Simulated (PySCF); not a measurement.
Species: C3H12GeSi.
SMILES: `[CH3][GeH2][C@H](C)[SiH3]`

Method used: TDDFT CAM-B3LYP/def2-SVPD, vertical, gas phase, core orbitals frozen in the response in PySCF. Geometry: PBE0-D3(BJ)/def2-SVP, one conformer, isolated molecule. Relativistic effects, spin–orbit coupling among them, are left out although an element past zinc is present. Torsions of this conformer, `[CH3:1][GeH2:2][C@H:3]([CH3:4])[SiH3:5]`: C1–Ge2–C3–C4 62°.

A / s⁻¹ = 0.6670 f (ν̃ / cm⁻¹)² and τ = 1/A in vacuum; |μ| follows from f = (2/3) ΔE |μ|² (atomic units, 1 au = 2.5417 D); ∫σ dE = 109.76 f Mb·eV.

These lifetimes count emission to the ground state at the vertical energy alone; relaxation of the geometry and all other decay channels are left out.

Energies and rates of the computed singlets with f of 0.002 or more:

```
state  E (eV)   A (s⁻¹)
   S2    7.76  2.30×10⁸
   S3    8.04  2.55×10⁸
   S4    8.12  3.51×10⁸
   S5    8.20  9.41×10⁷
   S6    8.25  4.75×10⁷
   S7    8.27  2.30×10⁸
   S8    8.48  1.76×10⁸
   S9    8.60  9.69×10⁷
  S10    8.65  4.65×10⁷
```

Task: Which f and |μ| stand behind these rates?

Result: f = A / (0.6670 ν̃²), and |μ| follows from f:

```json
{"state": "S2", "f": "0.088", "|μ| (D)": "1.73", "τ": "4.3 ns", "main configurations (H = HOMO, L = LUMO)": "H→L+1 (68%), H→L (17%)"}
{"state": "S3", "f": "0.091", "|μ| (D)": "1.73", "τ": "3.9 ns", "main configurations (H = HOMO, L = LUMO)": "H-1→L (74%)"}
{"state": "S4", "f": "0.123", "|μ| (D)": "2.00", "τ": "2.9 ns", "main configurations (H = HOMO, L = LUMO)": "H→L+2 (64%), H-1→L (9%)"}
{"state": "S5", "f": "0.032", "|μ| (D)": "1.02", "τ": "11 ns", "main configurations (H = HOMO, L = LUMO)": "H→L+4 (40%), H→L+3 (23%), H-1→L+1 (18%)"}
{"state": "S6", "f": "0.016", "|μ| (D)": "0.72", "τ": "21 ns", "main configurations (H = HOMO, L = LUMO)": "H-1→L+1 (55%), H→L+3 (16%)"}
{"state": "S7", "f": "0.077", "|μ| (D)": "1.57", "τ": "4.3 ns", "main configurations (H = HOMO, L = LUMO)": "H→L+4 (36%), H→L+5 (22%), H→L+3 (19%)"}
{"state": "S8", "f": "0.056", "|μ| (D)": "1.32", "τ": "5.7 ns", "main configurations (H = HOMO, L = LUMO)": "H-2→L (63%), H-2→L+1 (10%)"}
{"state": "S9", "f": "0.030", "|μ| (D)": "0.96", "τ": "10 ns", "main configurations (H = HOMO, L = LUMO)": "H-1→L+2 (24%), H-2→L+1 (21%), H-3→L (20%)"}
{"state": "S10", "f": "0.014", "|μ| (D)": "0.66", "τ": "22 ns", "main configurations (H = HOMO, L = LUMO)": "H→L+5 (23%), H→L+3 (17%), H→L+2 (10%)"}
```

Task: How much energy does a mole of photons resonant with S4 carry?

Result: 8.115 eV × 96.485 = 783 kJ/mol (187 kcal/mol).

Task: Suppose S2 emitted 0.3 eV lower with the same transition dipole. How would A change?

Result: At fixed |μ|, A goes as the cube of the energy: (7.46/7.76)³ = 0.89, which makes τ about 4.9 ns.

Task: By what factor does the largest A in the list exceed the smallest?

Result: S4 has 7.5 times the rate of S10.

All these states lie below the vertical ionisation energy of 9.86 eV (ΔSCF).
